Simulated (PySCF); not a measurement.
Worked example: chemical shift, span and skew from a shielding tensor

CHBFNO, SMILES O=C=NBF. Atoms are numbered in the order given.

```xyz
6

B     -0.4988    -1.2531     0.0000
F      0.3890    -2.2330     0.0000
H     -1.6707    -1.5262     0.0000
N     -0.0363     0.0840     0.0000
C      0.0119     1.2852     0.0000
O      0.1058     2.4487     0.0000
```

Coordinates come from a B3LYP-D3(BJ)/def2-SVP optimisation. One conformer was computed; it need not be the lowest.

GIAO shieldings from PBE0/pcSseg-1 (PySCF), non-relativistic, no solvent. The symmetric part of the tensor of N4 has the principal values 102.3, 152.6, 302.8 ppm. The same nucleus in NH3 has σ = 267.4 ppm at this level (PySCF, at its B3LYP-D3(BJ)/def2-TZVP geometry).

Task: Work out the isotropic shielding, the ¹⁵N shift against NH3, the span and the skew.

Result: 
σ(iso) = (σ11 + σ22 + σ33)/3 = 185.9 ppm. δ = σ(ref) − σ(iso) = 267.4 − (185.9) = 81.5 ppm.
Span Ω = σ33 − σ11 = 200.5 ppm. Skew κ = 3(σ(iso) − σ22)/Ω = 0.50. Tumbling in solution averages the tensor to δ; in a static solid the shielding alone would spread this spin-1/2 line over Ω.
